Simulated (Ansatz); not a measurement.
Computed with Ansatz on PBE0-D4/def2-TZVP structures; ΔE is electronic, products minus reactants. CCSD(T)/CBS adds triple-zeta CCSD(T) − MP2 to the extrapolated MP2 energy (def2 sets, frozen cores). This one scheme is used for every species. Functionals use def2-TZVPP. B3LYP here is the variant with VWN-RPA as its local correlation; programs differ in this. HSE06 is defined as in plane-wave codes. One conformer a species, not always the lowest.

Reaction (hydrogenolysis of a B–Si bond): `OB([SiH3])Cl` + H₂ → `OBCl` + SiH₄

CCSD(T)/CBS gives -0.41 eV.

Q: Another level gave -0.59 eV. Which?
A. HSE06-D4/def2-TZVPP
B. B3LYP/def2-TZVPP
C. LC-ωPBE/def2-TZVPP
D. BHLYP/def2-TZVPP

A: D. BHLYP -0.59, HSE06-D4 -0.37, B3LYP -0.52, LC-ωPBE -0.45 eV.

Largest T1 diagnostic among the species: 0.013.

From BLYP to BHLYP (50 % exact exchange), in def2-TZVPP and without D4, ΔE moves by −0.11 eV. In def2-TZVPP, CCSD(T) changes the Hartree–Fock value by +0.29 eV (the triples alone add +0.05 eV) and MP2 by +0.29 eV. The D4 term adds +0.09 eV with B3LYP and +0.05 eV with PBE0; it sums over pairs of atoms, weighted by their polarisabilities, and B3LYP, whose exchange is more repulsive, gets the larger term.
